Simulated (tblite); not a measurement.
Compound: C5H15AlOS.
SMILES with atom numbers: `[CH3:1][CH:2]([CH3:3])[O:4][CH2:5][S@@+:6]([CH3:7])[AlH3-:8]` (hydrogens: H9, H10, H11 on C1; H12 on C2; H13, H14, H15 on C3; H16, H17 on C5; H18, H19, H20 on C7; H21, H22, H23 on Al8)

Computed with GFN2-xTB (tblite), gas phase: L-BFGS steps from a force-field or distance-geometry start until the largest atomic force falls under 0.01 eV/Å.

Step 43: E = -727.7061 eV
```
atom  x, y, z in Å  |  force x, y, z in eV/Å
C1      2.4783   -0.1184    1.1615   -0.002  -0.011  -0.004
C2      1.9271   -0.1766   -0.2606    0.017  -0.007  -0.003
C3      2.7752    0.6275   -1.2422    0.008   0.003  -0.004
O4      0.5924    0.3544   -0.2833    0.008  -0.064  -0.031
C5     -0.4236   -0.5568   -0.4943   -0.025  -0.022   0.030
S6     -1.9043    0.4805   -0.7889   -0.024  -0.133  -0.084
C7     -3.2212   -0.7815   -0.8027   -0.040  -0.012  -0.038
Al8    -2.3515    1.1554    1.5408   -0.007  -0.006   0.021
H9      3.4659   -0.5714    1.1937   -0.006  -0.003   0.009
H10     2.5493    0.9115    1.4991   -0.042   0.009  -0.045
H11     1.8175   -0.6565    1.8365    0.009  -0.001   0.023
H12     1.9079   -1.2273   -0.5899   -0.095   0.036  -0.009
H13     3.7791    0.2155   -1.2926    0.007  -0.003   0.012
H14     2.8313    1.6656   -0.9301   -0.033   0.008   0.046
H15     2.3275    0.5924   -2.2321    0.005  -0.003  -0.017
H16    -0.6231   -1.2020    0.3792    0.015   0.058   0.019
H17    -0.2406   -1.1876   -1.3822   -0.095   0.078   0.072
H18    -3.0038   -1.5525   -0.0653   -0.007   0.060  -0.087
H19    -4.1514   -0.2795   -0.5326    0.124   0.014   0.000
H20    -3.3159   -1.2049   -1.7998    0.086   0.026   0.047
H21    -3.3273    2.2907    1.0713   -0.032  -0.018  -0.004
H22    -0.9395    1.4921    2.0801    0.103   0.033  -0.008
H23    -2.9541   -0.2439    1.9448    0.026  -0.040   0.053
```

Step 44: E = -727.7104 eV
```
atom  x, y, z in Å  |  force x, y, z in eV/Å
C1      2.4740   -0.1173    1.1637   -0.009  -0.004  -0.053
C2      1.9246   -0.1754   -0.2604    0.027   0.009  -0.047
C3      2.7752    0.6295   -1.2432   -0.009  -0.015   0.027
O4      0.5890    0.3566   -0.2870    0.085  -0.084  -0.038
C5     -0.4259   -0.5573   -0.4882   -0.031   0.008   0.049
S6     -1.8987    0.4847   -0.7936   -0.099  -0.211  -0.118
C7     -3.2250   -0.7730   -0.8055   -0.011   0.028  -0.038
Al8    -2.3436    1.1424    1.5348    0.024   0.005   0.046
H9      3.4632   -0.5668    1.1957   -0.015  -0.012   0.014
H10     2.5424    0.9123    1.5033   -0.044   0.013  -0.056
H11     1.8124   -0.6563    1.8364    0.012  -0.015   0.030
H12     1.9028   -1.2269   -0.5922   -0.077   0.081   0.017
H13     3.7804    0.2181   -1.2920   -0.024   0.003   0.016
H14     2.8306    1.6679   -0.9297   -0.035  -0.013   0.036
H15     2.3291    0.5949   -2.2348    0.014  -0.006   0.021
H16    -0.6276   -1.1899    0.3926    0.005   0.037   0.060
H17    -0.2421   -1.2020   -1.3644   -0.094   0.080   0.031
H18    -3.0128   -1.5415   -0.0647   -0.008   0.063  -0.065
H19    -4.1530   -0.2631   -0.5421    0.130   0.005   0.008
H20    -3.3202   -1.2047   -1.7986    0.096   0.042   0.024
H21    -3.3262    2.2726    1.0636   -0.039  -0.027   0.010
H22    -0.9265    1.4829    2.0614    0.090   0.044  -0.005
H23    -2.9270   -0.2609    1.9552    0.013  -0.032   0.031
```

Step 45: E = -727.7164 eV
```
atom  x, y, z in Å  |  force x, y, z in eV/Å
C1      2.4676   -0.1146    1.1657   -0.018   0.004  -0.096
C2      1.9217   -0.1745   -0.2612    0.025   0.023  -0.085
C3      2.7755    0.6327   -1.2433   -0.029  -0.030   0.059
O4      0.5853    0.3564   -0.2942    0.140  -0.075  -0.042
C5     -0.4298   -0.5602   -0.4785   -0.029   0.043   0.066
S6     -1.8909    0.4868   -0.8067   -0.156  -0.256  -0.128
C7     -3.2316   -0.7587   -0.8093    0.037   0.061  -0.037
Al8    -2.3300    1.1216    1.5248    0.072   0.016   0.066
H9      3.4593   -0.5586    1.1997   -0.025  -0.020   0.016
H10     2.5309    0.9154    1.5056   -0.044   0.012  -0.068
H11     1.8058   -0.6541    1.8379    0.016  -0.028   0.023
H12     1.8944   -1.2262   -0.5957   -0.030   0.105   0.041
H13     3.7823    0.2226   -1.2908   -0.058   0.009   0.022
H14     2.8288    1.6707   -0.9251   -0.034  -0.039   0.019
H15     2.3323    0.6011   -2.2376    0.023  -0.011   0.068
H16    -0.6353   -1.1721    0.4145   -0.009   0.020   0.100
H17    -0.2463   -1.2251   -1.3375   -0.083   0.066  -0.016
H18    -3.0288   -1.5215   -0.0617   -0.006   0.053  -0.019
H19    -4.1527   -0.2328   -0.5547    0.109  -0.008   0.010
H20    -3.3274   -1.2049   -1.7944    0.084   0.055  -0.028
H21    -3.3249    2.2433    1.0538   -0.046  -0.041   0.029
H22    -0.9062    1.4691    2.0342    0.063   0.055  -0.005
H23    -2.8846   -0.2896    1.9646   -0.001  -0.014   0.004
```

Step 46: E = -727.7236 eV
```
atom  x, y, z in Å  |  force x, y, z in eV/Å
C1      2.4595   -0.1109    1.1667   -0.025   0.011  -0.110
C2      1.9189   -0.1741   -0.2634    0.008   0.024  -0.090
C3      2.7758    0.6365   -1.2422   -0.042  -0.033   0.076
O4      0.5822    0.3535   -0.3045    0.131  -0.030  -0.043
C5     -0.4356   -0.5648   -0.4655   -0.014   0.066   0.069
S6     -1.8831    0.4854   -0.8278   -0.148  -0.230  -0.093
C7     -3.2400   -0.7397   -0.8140    0.076   0.058  -0.035
Al8    -2.3112    1.0950    1.5120    0.115   0.026   0.073
H9      3.4542   -0.5480    1.2053   -0.037  -0.025   0.013
H10     2.5155    0.9205    1.5049   -0.039   0.007  -0.078
H11     1.7986   -0.6502    1.8406    0.022  -0.036  -0.003
H12     1.8843   -1.2245   -0.5996    0.039   0.081   0.047
H13     3.7842    0.2288   -1.2884   -0.078   0.010   0.029
H14     2.8257    1.6730   -0.9169   -0.029  -0.054   0.002
H15     2.3367    0.6103   -2.2394    0.024  -0.018   0.103
H16    -0.6461   -1.1503    0.4440   -0.019   0.022   0.113
H17    -0.2546   -1.2536   -1.3043   -0.062   0.040  -0.044
H18    -3.0497   -1.4941   -0.0567   -0.002   0.029   0.040
H19    -4.1503   -0.1933   -0.5692    0.064  -0.021   0.002
H20    -3.3350   -1.2041   -1.7888    0.046   0.055  -0.094
H21    -3.3237    2.2049    1.0433   -0.049  -0.060   0.053
H22    -0.8804    1.4529    2.0009    0.033   0.068  -0.004
H23    -2.8307   -0.3263    1.9732   -0.014   0.014  -0.027
```

Problem. Estimate the geometry and energy of step 47. (The exact step hangs on the optimiser's Hessian estimate; all steps are aligned on step 46, rigid shifts and turns removed.)

Solution. E = -727.7299 eV, largest force 0.147 eV/Å
```
atom  x, y, z in Å  |  force x, y, z in eV/Å
C1      2.4524   -0.1078    1.1658   -0.028   0.013  -0.079
C2      1.9169   -0.1739   -0.2663   -0.016   0.007  -0.054
C3      2.7757    0.6393   -1.2400   -0.039  -0.022   0.069
O4      0.5807    0.3495   -0.3144    0.057   0.033  -0.040
C5     -0.4410   -0.5687   -0.4532    0.005   0.065   0.052
S6     -1.8789    0.4802   -0.8487   -0.061  -0.118  -0.025
C7     -3.2460   -0.7236   -0.8185    0.078   0.005  -0.028
Al8    -2.2930    1.0726    1.5018    0.126   0.032   0.061
H9      3.4495   -0.5394    1.2101   -0.043  -0.023   0.003
H10     2.5013    0.9252    1.5012   -0.031   0.004  -0.079
H11     1.7935   -0.6470    1.8427    0.025  -0.035  -0.036
H12     1.8768   -1.2220   -0.6018    0.097   0.011   0.026
H13     3.7848    0.2342   -1.2854   -0.069   0.001   0.036
H14     2.8223    1.6739   -0.9089   -0.023  -0.041  -0.004
H15     2.3410    0.6181   -2.2391    0.013  -0.024   0.100
H16    -0.6559   -1.1315    0.4710   -0.018   0.040   0.090
H17    -0.2652   -1.2758   -1.2769   -0.035   0.007  -0.039
H18    -3.0670   -1.4698   -0.0520    0.003  -0.001   0.080
H19    -4.1467   -0.1610   -0.5809    0.009  -0.021  -0.011
H20    -3.3389   -1.2012   -1.7854   -0.005   0.032  -0.143
H21    -3.3232    2.1708    1.0364   -0.044  -0.077   0.073
H22    -0.8587    1.4411    1.9732    0.020   0.077  -0.001
H23    -2.7854   -0.3562    1.9796   -0.022   0.036  -0.052
```

The energy changes by -0.0063 eV. The first-order estimate −F·Δx gives -0.0090 eV and the mean of the old and new forces, exact on a quadratic surface, -0.0063 eV. The step makes an angle of 81° with the force vector and moves no atom by more than 0.055 Å.

The cost below is that of the whole relaxation. Time: 9.4 s. Hardware: one thread, Intel Xeon at 2.50 GHz (x86_64), shared host with 64 logical CPUs at a one-minute load of 58.
